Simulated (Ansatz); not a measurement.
The first iterations of a band of ClF2GeHO + H2 (8 atoms, charge 0, multiplicity 1).

Computed with RKS PBE0-D4/def2-SVP in Ansatz.

```yaml
movable_images: 5
climbing_image: yes
spring: 5.0 eV/Å²
optimiser: quadratic models (default)
start_path: through a guess of the saddle point
force_threshold: 0.03 eV/Å
iteration_limit: 60
end_points: relaxed
```

Image 0:

```xyz
8
Properties=species:S:1:pos:R:3
Ge -0.175 -0.457 -0.129
O -0.011 -0.228 1.587
H -0.849 -0.042 2.030
Cl 1.727 -0.551 -1.013
F -1.109 0.808 -0.815
F -1.060 -1.884 -0.473
H 1.536 2.689 1.777
H 1.265 1.983 1.864
```

Image 6:

```xyz
8
Properties=species:S:1:pos:R:3
Ge -0.003 0.649 -0.235
O 0.483 0.272 2.169
H 1.179 -0.397 2.178
Cl 1.650 -0.703 -0.459
F -0.532 0.843 -1.873
F -1.382 -0.183 0.413
H 0.257 2.053 0.272
H -0.329 -0.217 2.363
```

| iteration | highest image above the first end (eV) | largest band force component (eV/Å) |
| --- | --- | --- |
| 1 | 106.609 | 646.596 |
| 2 | 39.892 | 176.618 |
| 3 | 22.040 | 110.457 |
| 4 | 8.428 | 52.652 |
| 5 | 3.265 | 23.843 |
| 6 | 2.371 | 18.057 |
| 7 | 1.810 | 10.982 |
| 8 | 1.942 | 6.014 |
| 9 | 1.999 | 4.062 |
| 10 | 1.792 | 2.007 |
| 11 | 1.745 | 0.859 |
| 12 | 1.611 | 0.748 |

Does the band converge within its limit, and where does its top end?

The run converged. It ended after 38 iterations with the highest image 1.596 eV above the first end. Neighbouring images differ by up to 1.5 eV, so the band resolves the path poorly. A vibrational analysis at the climbing image gives one clearly imaginary mode, 1419i cm⁻¹: a first-order saddle point. The orbitals stay closed-shell, which can raise the energy where a bond breaks towards radicals; this wasn't checked here.

Time of the run: 9.7 min on 2 threads of Arm Neoverse V1 (shared host), peak memory 0.27 GiB.
